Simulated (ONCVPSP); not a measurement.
**What one change does to a pseudopotential (O (Z = 8), ONCV)**

oxygen, optimised norm-conserving Vanderbilt (ONCV), made with ONCVPSP 4.0.1 (BLYP, scalar-relativistic). Core [He], reference 2s2 2p4. Waves: 2s: rc 0.90 bohr, ncon 3, nbas 8, qcut 8.3 1/bohr, 3 projectors, debl 3.9 Ha; 2p: rc 1.30 bohr, ncon 3, nbas 7, qcut 10.2 1/bohr, 1 projector; d scattering state at 0.03 Ha: rc 1.00 bohr, ncon 4, nbas 9, qcut 9.6 1/bohr, 3 projectors, debl 1.1 Ha. Local part: polynomial inside 0.75 bohr (lpopt 4, dvloc0 6 Ha). Core correction: Teter function, parameters optimised by the program.

Change: local potential polynomial inside 0.75 bohr (lpopt 4, dvloc0 0.5 Ha).

Cutoffs: the cutoffs (Ha) at which the residual kinetic energy of the hardest occupied pseudo-wave falls to 1 and 0.1 mHa per electron; they do not see the model core or the augmentation charge, which bear on the density cutoff. Errors are all-electron minus pseudo energies relative to the spin-unpolarised reference configuration.

Problem. How do hardness, ghosts and transferability respond?

Solution. The potential gets neither clearly harder nor softer (35 Ha and 145 Ha → 35 Ha and 145 Ha); a bound ghost appears in d, which as a rule spoils a file; the lowest positive-energy flag moves from d at 17.3 eV to none; the errors of the 4 common tests hardly move. In the separable form a ghost depends on how the local part lies against the semilocal potential of the channel, so the choice of the local part can create or remove one.

| quantity | base | changed |
| --- | --- | --- |
| cutoff, loose | 35 Ha | 35 Ha |
| cutoff, tight | 145 Ha | 145 Ha |
| bound ghosts | none | d |
| GHOST(+) flags under 300 eV | d at 17.3 eV | none |
| error for 2s2 2p3, meV [ΔE 16.43 eV] | +8.0 | +8.4 |
| error for 2s2 2p2, meV [ΔE 50.04 eV] | +98 | +99 |
| error for 2s2 2p1, meV [ΔE 103.97 eV] | +457 | +460 |
| error for 2s0 2p6, meV [ΔE 29.71 eV] | +61 | +61 |
| s: phases at 0.91 bohr within 0.05 rad from the reference energy up to (Ha; the scan ends near 5) | to the end of the scan | to the end of the scan |
| p: phases at 1.32 bohr within 0.05 rad from the reference energy up to (Ha; the scan ends near 5) | 2.6 | 2.6 |
| d: phases at 1.01 bohr within 0.05 rad from the reference energy up to (Ha; the scan ends near 5) | to the end of the scan | to the end of the scan |
| rms error of d²Exc/dni dnj with the model core, mHa | 1.34 | 1.34 |

 A true bound ghost makes a file unfit for plane-wave use even where its test errors are small: the radial tests pick states by their node count and pass the ghost by.
